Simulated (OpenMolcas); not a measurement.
Cr2+: ligand-field states by method

Cr2+ with its 6 nearest fluoride ions at 2.164 Å, on the Ca site of CsCaF3 (a = 4.526 Å, distance in the model lattice 2.263 Å). The rest of the host is ab initio model potentials to 7.6 Å, with orthogonalisation functions on the cations behind the ligands, and point charges beyond; the distance is set by hand and nothing relaxes. Ligand basis ANO-RCC-VDZP.

- Program: OpenMolcas 26.06
- Basis: ANO-RCC-VDZP [5s4p2d1f]
- Scalar Hamiltonian: DKH2, point nucleus
- Active space: 4 electrons in 5 orbitals (3d)
- State averaging: 2S+1 = 5 even, 5 roots; 2S+1 = 3 even, 45 roots; 2S+1 = 1 even, 50 roots
- Spin-orbit coupling: RASSI with atomic mean-field integrals over the reference wave functions

I. CASSCF
II. SS-CASPT2, IPEA 0.25 Eh, imaginary shift 0.1 Eh (closed shells correlated: 3s 3p and the ligand valence shells)

Spin-free states (labels of O, the rotations of Oh) in cm-1, each column counted from its own energy of the first state listed:

```csv
State,Degeneracy,I,II
5E,2,0,0
5T2,3,7420,8450
2S+1 = 3,3,14280,12090
3E,2,19824,17720
2S+1 = 3,3,20648,17250
2S+1 = 3,3,21297,18160
2S+1 = 3,1,23063,19270
2S+1 = 3,1,23935,20150
1T2,3,24074,20050
1E,2,24854,21390
2S+1 = 3,5,27052,24620
2S+1 = 3,3,28243,26540
2S+1 = 1,1,28782,23010
2S+1 = 3,3,29528,27570
2S+1 = 1,1,29556,26290
```

From I to II, I's first state of the same spin (5T2) moves from 7420 to 8450 cm-1, by about +1000 cm-1.

From I to II, I's first state of another spin (2S+1 = 3) moves from 14280 to 12090 cm-1, by about -2200 cm-1.

χT at 300 K: I 2.95, II 2.95 cm3 K/mol.

Roots that are degenerate in the reference are averaged as groups; the widest CASPT2 spread within a group is 2300 cm-1 (the 5-fold group of multiplicity 3 near 24600 cm-1 above the lowest state of its run, II). Shifts and gaps below about the spread of the groups concerned are not significant. Over all roots computed the reference weight is 0.73 to 0.74 in II; a low but even weight reflects the number of correlated electrons. An orbital doublet at a regular site is open to a Jahn-Teller distortion, which this geometry leaves out. Ligand-to-metal charge-transfer states are missing. With no ligand orbital active B as a rule stays too high, so bands that hang on it stand too high and its fall with covalency is understated. Without dynamic correlation the repulsion within the d shell is too large (B by tens of per cent), so at a given field states of lower spin stand too high (holds for I). With metal d orbitals alone and no dynamic correlation 10Dq can be off by a tenth to a fifth, either way, in oxide and fluoride hosts (holds for I). These CASPT2 states fit no ligand-field parameters well, so their order and spin gaps are uncertain (holds for II). With one d shell and no ligand orbital active, 10Dq can be off by tens of per cent for divalent 3d ions, low with halides held by bare charges and at times high in hosts (holds for II). Free-ion shares, where given, are those of the reference states; single-state CASPT2 does not remix them (holds for II). A group larger than the point group allows holds several states that coincide in this model. No measured value stands beside these numbers; the geometry was set by hand and not optimised.
